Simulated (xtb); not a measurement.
F$_{2}$Sr (SMILES [F][Sr][F]), singlet, from a rough starting geometry (GFN-xTB shapes and energies of metal compounds can be far from the true ones); GFN2-xTB (xtb).

xtb was given this input:
```
$ xtb mol.xyz --gfn 2 --opt vtight --json

# file mol.xyz
3

Sr    -0.06381758    -0.05659956    -0.00043800
F     -0.24895112     1.52893654    -1.34890071
F      0.22540303    -1.57368832     1.32096274
```

Problem. What does xtb print? Leave out banner, timings and long lists.

Solution. 
```
   ID    Z sym.   atoms
    1   38 Sr     1
    2    9 F      2, 3

           -------------------------------------------------
          |                Calculation Setup                |
           -------------------------------------------------

           -------------------------------------------------
          |                 G F N 2 - x T B                 |
           -------------------------------------------------

          ...................................................
          :                      SETUP                      :
          :.................................................:
          :  # basis functions                  18          :
          :  # atomic orbitals                  17          :
          :  # shells                            7          :
          :  # electrons                        16          :
          :  max. iterations                   250          :
          :  Hamiltonian                  GFN2-xTB          :
          :  restarted?                      false          :
          :  GBSA solvation                  false          :
          :  PC potential                    false          :
          :  electronic temp.          300.0000000     K    :
          :  accuracy                    1.0000000          :
          :  -> integral cutoff          0.2500000E+02      :
          :  -> integral neglect         0.1000000E-07      :
          :  -> SCF convergence          0.1000000E-05 Eh   :
          :  -> wf. convergence          0.1000000E-03 e    :
          :  Broyden damping             0.4000000          :
          :  net charge                          0          :
          :  unpaired electrons                  0          :
          ...................................................

 iter      E             dE          RMSdq      gap      omega  full diag
   1     -2.1458372 -0.214584E+01  0.101E+02    0.05       0.0  T
   2     -9.2863953 -0.714056E+01  0.349E+01   24.19       1.0  T
   3     -9.5198074 -0.233412E+00  0.374E+01   11.40       1.0  T
   4     -9.6605729 -0.140765E+00  0.372E+01    6.56       1.0  T
   5     -9.5986349  0.619380E-01  0.105E+01    8.06       1.0  T
   6      1.0644605  0.106631E+02  0.147E+02    0.70       1.0  T
   7      0.1282515 -0.936209E+00  0.141E+02    0.58       1.0  T
   8     -6.7900110 -0.691826E+01  0.587E+01    0.26       1.0  T
   9     -6.4877221  0.302289E+00  0.624E+01    0.29       1.0  T
  10     -7.4432828 -0.955561E+00  0.462E+01    0.22       1.0  T
  11     -7.6769949 -0.233712E+00  0.420E+01    0.23       1.0  T
  12     -9.4337815 -0.175679E+01  0.140E+01    0.35       1.0  T
  13     -9.7615580 -0.327777E+00  0.567E+01    3.89       1.0  T
  14     -9.9675909 -0.206033E+00  0.233E+01    1.01       1.0  T
  15     -9.9508845  0.167064E-01  0.266E+01    0.93       1.0  T
  16     -9.9692816 -0.183971E-01  0.313E+01    1.51       1.0  T
  17     -9.9780412 -0.875965E-02  0.229E+01    1.68       1.0  T
  18     -9.9620807  0.159605E-01  0.185E+01    2.01       1.0  T
  19    -10.0005565 -0.384757E-01  0.407E+00    0.99       1.0  T
  20     -9.8737155  0.126841E+00  0.117E+01    0.64       1.0  T
  21     -9.8841081 -0.103926E-01  0.116E+01    0.66       1.0  T
  22     -9.7511763  0.132932E+00  0.203E+01    0.59       1.0  T
  23     -9.9952472 -0.244071E+00  0.106E+01    0.94       1.0  T
  24    -10.0243203 -0.290731E-01  0.671E+00    1.11       1.0  T
  25    -10.0157714  0.854891E-02  0.854E+00    1.02       1.0  T
  26    -10.0233267 -0.755528E-02  0.586E+00    1.08       1.0  T
  27    -10.0308485 -0.752185E-02  0.350E+00    1.23       1.0  T
  28    -10.0277153  0.313323E-02  0.170E+00    1.39       1.0  T
  29    -10.0264664  0.124886E-02  0.134E+00    1.41       1.0  T
  30    -10.0272768 -0.810409E-03  0.153E+00    1.32       1.0  T
  31    -10.0262444  0.103243E-02  0.222E+00    1.31       1.0  T
  32    -10.0248057  0.143869E-02  0.286E+00    1.33       1.0  T
  33    -10.0236625  0.114316E-02  0.327E+00    1.35       1.0  T
  34    -10.0246075 -0.944922E-03  0.307E+00    1.33       1.0  T
  35    -10.0266178 -0.201031E-02  0.204E+00    1.25       1.0  T
  36    -10.0272185 -0.600737E-03  0.195E+00    1.26       1.0  T
  37    -10.0272304 -0.118793E-04  0.267E+00    1.40       1.0  T
  38    -10.0296384 -0.240797E-02  0.177E+00    1.34       1.0  T
  39    -10.0307300 -0.109166E-02  0.146E+00    1.33       1.0  T
  40    -10.0318286 -0.109852E-02  0.100E+00    1.33       1.0  T
  41    -10.0323079 -0.479328E-03  0.608E-01    1.32       1.0  T
  42    -10.0324204 -0.112500E-03  0.373E-01    1.31       1.0  T
  43    -10.0324491 -0.287006E-04  0.248E-01    1.30       1.0  T
  44    -10.0324640 -0.148974E-04  0.164E-01    1.30       1.0  T
  45    -10.0324712 -0.721917E-05  0.108E-01    1.29       1.0  T
  46    -10.0324748 -0.359039E-05  0.576E-02    1.29       1.0  T
  47    -10.0324757 -0.929732E-06  0.235E-02    1.29       2.5  T
  48    -10.0324758 -0.113478E-06  0.224E-03    1.29      25.8  T
  49    -10.0324759 -0.193057E-07  0.153E-03    1.29      37.7  T
  50    -10.0324759 -0.458094E-08  0.332E-04    1.29     173.9  T
  51    -10.0324759 -0.512721E-09  0.348E-05    1.29    1659.6  T

   *** convergence criteria satisfied after 51 iterations ***

         :::::::::::::::::::::::::::::::::::::::::::::::::::::
         ::                     SUMMARY                     ::
         :::::::::::::::::::::::::::::::::::::::::::::::::::::
         :: total energy             -10.026649601555 Eh    ::
         :: gradient norm              0.009728096120 Eh/a0 ::
         :: HOMO-LUMO gap              1.290127562957 eV    ::
         ::.................................................::
         :: SCC energy               -10.032475894302 Eh    ::
         :: -> isotropic ES            0.114554755969 Eh    ::
         :: -> anisotropic ES          0.009302481856 Eh    ::
         :: -> anisotropic XC          0.002026790632 Eh    ::
[...]
 * total energy  :   -10.0320368 Eh     change       -0.3242379E-02 Eh
 * total energy  :   -10.0322725 Eh     change       -0.2356903E-03 Eh
 * total energy  :   -10.0344375 Eh     change       -0.2164968E-02 Eh
 * total energy  :   -10.0352194 Eh     change       -0.7818831E-03 Eh
 * total energy  :   -10.0388778 Eh     change       -0.3658390E-02 Eh
 * total energy  :   -10.0414102 Eh     change       -0.2532409E-02 Eh
 * total energy  :   -10.0432390 Eh     change       -0.1828865E-02 Eh
 * total energy  :   -10.0439830 Eh     change       -0.7439081E-03 Eh
 * total energy  :   -10.0445145 Eh     change       -0.5315257E-03 Eh
 * total energy  :   -10.0445969 Eh     change       -0.8244456E-04 Eh
 * total energy  :   -10.0446165 Eh     change       -0.1952600E-04 Eh
 * total energy  :   -10.0446166 Eh     change       -0.1372646E-06 Eh
 * total energy  :   -10.0446166 Eh     change       -0.3989346E-07 Eh
   *** GEOMETRY OPTIMIZATION CONVERGED AFTER 16 ITERATIONS ***
[...]
          :  # electrons                        16          :
          :  max. iterations                   250          :
          :  Hamiltonian                  GFN2-xTB          :
          :  restarted?                      false          :
          :  GBSA solvation                  false          :
          :  PC potential                    false          :
          :  electronic temp.          300.0000000     K    :
          :  accuracy                    1.0000000          :
          :  -> integral cutoff          0.2500000E+02      :
          :  -> integral neglect         0.1000000E-07      :
          :  -> SCF convergence          0.1000000E-05 Eh   :
          :  -> wf. convergence          0.1000000E-03 e    :
          :  Broyden damping             0.4000000          :
          :  net charge                          0          :
          :  unpaired electrons                  0          :
          ...................................................

 iter      E             dE          RMSdq      gap      omega  full diag
   1    -10.0521730 -0.100522E+02  0.194E-05    1.82       0.0  T
   2    -10.0521730  0.121325E-11  0.246E-05    1.82    2349.5  T
   3    -10.0521730 -0.152589E-11  0.110E-05    1.82    5236.5  T

   *** convergence criteria satisfied after 3 iterations ***

         :::::::::::::::::::::::::::::::::::::::::::::::::::::
         ::                     SUMMARY                     ::
         :::::::::::::::::::::::::::::::::::::::::::::::::::::
         :: total energy             -10.044616629226 Eh    ::
         :: gradient norm              0.000004685740 Eh/a0 ::
         :: HOMO-LUMO gap              1.816054739556 eV    ::
         ::.................................................::
         :: SCC energy               -10.052172958495 Eh    ::
         :: -> isotropic ES            0.121278865348 Eh    ::
         :: -> anisotropic ES          0.006864023880 Eh    ::
         :: -> anisotropic XC         -0.004530589951 Eh    ::
         :: -> dispersion             -0.000909928785 Eh    ::
         :: repulsion energy           0.007556329268 Eh    ::
         :: add. restraining           0.000000000000 Eh    ::
         :: total charge               0.000000000000 e     ::
         :::::::::::::::::::::::::::::::::::::::::::::::::::::

           -------------------------------------------------
          |                Property Printout                |
           -------------------------------------------------

    * Orbital Energies and Occupations

         #    Occupation            Energy/Eh            Energy/eV
      -------------------------------------------------------------
         1        2.0000           -0.7835147             -21.3205
         2        2.0000           -0.7762445             -21.1227
         3        2.0000           -0.4945417             -13.4572
         4        2.0000           -0.4783147             -13.0156
         5        2.0000           -0.4750600             -12.9270
         6        2.0000           -0.4722384             -12.8503
         7        2.0000           -0.4717023             -12.8357
         8        2.0000           -0.4708158             -12.8116 (HOMO)
         9                         -0.4040770             -10.9955 (LUMO)
        10                         -0.2294872              -6.2447
        11                         -0.1193359              -3.2473
        12                         -0.1155248              -3.1436
        13                          0.0255798               0.6961
        14                          0.0357837               0.9737
        15                          0.0634808               1.7274
        16                          0.2256480               6.1402
        17                          0.4848716              13.1940
      -------------------------------------------------------------
                  HL-Gap            0.0667388 Eh            1.8161 eV
             Fermi-level           -0.4374464 Eh          -11.9035 eV

     #   Z          covCN         q      C6AA      α(0)
     1  38 Sr       1.201     0.640   853.864   106.439
     2   9 F        0.601    -0.320    12.601     4.187
     3   9 F        0.601    -0.320    12.601     4.187

 Mol. C6AA /au·bohr⁶  :       1192.096136
 Mol. C8AA /au·bohr⁸  :     211478.185931
 Mol. α(0) /au        :        114.812387

Wiberg/Mayer (AO) data.
largest (>0.10) Wiberg bond orders for each atom

 ---------------------------------------------------------------------------
     #   Z sym  total        # sym  WBO       # sym  WBO       # sym  WBO
 ---------------------------------------------------------------------------
     1  38 Sr   2.096 --     2 F    1.048     3 F    1.048
     2   9 F    1.155 --     1 Sr   1.048     3 F    0.107
     3   9 F    1.155 --     1 Sr   1.048     2 F    0.107
 ---------------------------------------------------------------------------

Topologies differ in total number of bonds
Writing topology from bond orders to xtbtopo.mol

molecular dipole:
                 x           y           z       tot (Debye)
 q only:       -1.545      -0.356      -0.138
   full:       -2.611      -0.603      -0.233       6.836
molecular quadrupole (traceless):
                xx          xy          yy          xz          yz          zz
 q only:        3.949       1.317      -2.498      -0.392       4.027      -1.451
  q+dip:        7.184       2.521      -4.103      -0.091       4.813      -3.080
   full:        6.417       2.132      -4.108      -0.705       6.824      -2.310

optimized geometry written to: xtbopt.xyz

           -------------------------------------------------
          | TOTAL ENERGY              -10.044616629226 Eh   |
          | GRADIENT NORM               0.000004685740 Eh/α |
          | HOMO-LUMO GAP               1.816054739556 eV   |
           -------------------------------------------------

normal termination of xtb
```
